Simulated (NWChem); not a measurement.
System: hexachlorodisilane (Si₂Cl₆); SMILES Cl[Si](Cl)(Cl)[Si](Cl)(Cl)Cl

The following NWChem deck was run.

```
start job
memory heap 200 mb stack 900 mb global 1100 mb
geometry units angstroms noautosym nocenter noautoz
  Cl     1.342376    -1.387575     1.852927
  Si     0.000000     0.000000     1.166753
  Cl     0.530487     1.856319     1.852927
  Cl    -1.872863    -0.468744     1.852927
  Si     0.000000     0.000000    -1.166753
  Cl     1.871038     0.475976    -1.852926
  Cl    -0.523312    -1.858355    -1.852926
  Cl    -1.347726     1.382379    -1.852926
end
basis spherical
  * library 6-31g*
end
dft
  xc hfexch
  iterations 150
end
property
  efieldgrad
end
task dft property
```

Coordinates come from a PBE0/def2-SVP optimisation.

Vzz is the largest principal value of the second derivative of the potential at the nucleus (NWChem prints the opposite sign); η is the asymmetry. Non-relativistic.

Atoms are numbered as in the input.

Task: Predict the main results of this run. (Hartree-Fock/6-31G* (spherical d).) Quantities: Vzz Cl8 (a.u.); η Cl8.

Result: 
```
Item            Value
--------------  -----
Vzz Cl8 (a.u.)  2.201
η Cl8            0.03
```
